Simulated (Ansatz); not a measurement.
Mulliken charges of FH2In (`[F][InH2]`) from r2SCAN/def2-TZVPP in Ansatz (PBE0-D4/def2-TZVP geometry).

```tsv
atom	x (Å)	y (Å)	z (Å)	charge (e)
F1	-1.632	-0.629	0.189	-0.506
In2	0.194	0.052	-0.026	0.729
H3	1.304	-0.965	0.768	-0.112
H4	0.189	1.482	-0.950	-0.112
```

Q: By hand: the dipole of these point charges (1 e Å = 4.8032 D).

A: Σ q r = (0.800, 0.298, -0.094) e Å, of length 0.859 e Å = 4.13 D.

Q: How does the dipole of the full density compare? (An estimate is asked.)

A: Ansatz gave: (0.575, 0.215, -0.068) e Å, 2.97 D; the point charges give 1.39 times that, at 0° from its direction.

Point charges leave out the atoms' own dipoles, such as those of lone pairs, and Mulliken's split depends on the basis, so the two needn't agree.
